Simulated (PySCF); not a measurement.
Al(Me)(vinyl)(NH2) (C₃H₈AlN), SMILES C=[CH][Al]([CH3])[NH2].

Coordinates come from a B3LYP-D3(BJ)/def2-SVP optimisation. The structure was generated by enumeration; whether it is a known compound was not checked. Other conformers were not sampled.

Calculation: PySCF with PBE/def2-TZVP.

Isolated molecule, no solvent.

```yaml
total_energy: -416.03900 hartree
highest_occupied_level: -5.79 eV
lowest_empty_level: -1.62 eV
orbital_gap: 4.17 eV
dipole_moment: 0.69 D
quadrupole, principal values (traceless, Buckingham form, about the centre of nuclear charge): -3.35, -0.68, 4.02 D·Å
mean_static_polarisability: 72.4 bohr³ (10.72 Å³)
polarisability_principal_values: 53.7, 72.8, 90.6 bohr³
```
